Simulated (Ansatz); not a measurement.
FH₅O₃Si₂ (`O[SiH](O)O[SiH2]F`) at its PBE0-D4/def2-TZVP geometry, where that method's forces vanish. Total charge 0; spin multiplicity 1.

```xyz
11

O     0.0043    2.1772   -1.0329
Si    0.6641    0.7494   -0.6296
O     1.1269   -0.0032   -2.0024
O    -0.4014   -0.2173    0.1470
Si   -0.8695   -1.0143    1.4733
F    -0.3047   -2.5043    1.3962
H    -0.5348    2.2173   -1.8245
H     1.7816    1.0478    0.2826
H     1.1815   -0.9596   -1.9948
H    -2.3433   -1.0989    1.4934
H    -0.3047   -0.3942    2.6917
```

Q: What forces (eV/Å) does PBE-D4/def2-TZVPP give on these atoms in Ansatz 0.2.0? (Best estimate.)

A: Computed: 
```
O1   0.054  0.478  0.238
Si2  0.257  0.025  0.192
O3   0.150  0.188 -0.470
O4  -0.215 -0.030 -0.166
Si5 -0.243  0.220  0.323
F6   0.214 -0.604 -0.013
H7  -0.254  0.029 -0.363
H8   0.126  0.061  0.112
H9   0.030 -0.446 -0.006
H10 -0.183 -0.003  0.000
H11  0.064  0.082  0.154
```
